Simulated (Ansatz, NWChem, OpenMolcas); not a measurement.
## C2H5AlN2 (SMILES C#[C][Al]([NH2])[NH2]): the electronic atomisation energy, rung by rung

C2H5AlN2: 10 atoms, total charge 0, spin state singlet. As SMILES, `C#[C][Al]([NH2])[NH2]`. Geometry: relaxed at PBE0-D4/def2-TZVP.

Quantity: the electronic atomisation energy, in eV. The values are calculated. Electronic energies at fixed atoms, without zero-point motion or spin-orbit coupling.

```csv
level,kind,program,value (eV),less CCSD(T)/def2-SVP,CPU time (all runs)
SVWN5/def2-SVP,LDA,Ansatz,45.93,+8.34,6.2 s
M06-L/def2-SVP,meta-GGA,OpenMolcas,40.26,+2.67,70 s
TPSS/def2-SVP,meta-GGA,OpenMolcas,40.07,+2.48,55 s
PBE0/def2-SVP,global hybrid,Ansatz,40.02,+2.43,11 s
r2SCAN0/def2-SVP,hybrid meta-GGA,Ansatz,39.24,+1.65,14 s
CAM-B3LYP/def2-SVP,range-separated hybrid,Ansatz,40.23,+2.64,8.2 s
B2PLYP/def2-SVP,double hybrid,Ansatz,39.45,+1.86,18 s
RPA@PBE0/def2-SVP,RPA,Ansatz,36.54,-1.05,19 s
MP2/def2-SVP,perturbation theory,NWChem,38.34,+0.75,29 s
CCSD(T)/def2-SVP,coupled cluster or CI,Ansatz,37.59,0.00,30 s
```

CCSD(T)/def2-SVP is the highest level here, not the true value. Correlated wave functions underbind in double-zeta sets. The values span 36.54 to 45.93 eV. CPU times are rough (shared hosts, several kinds of processor and program).
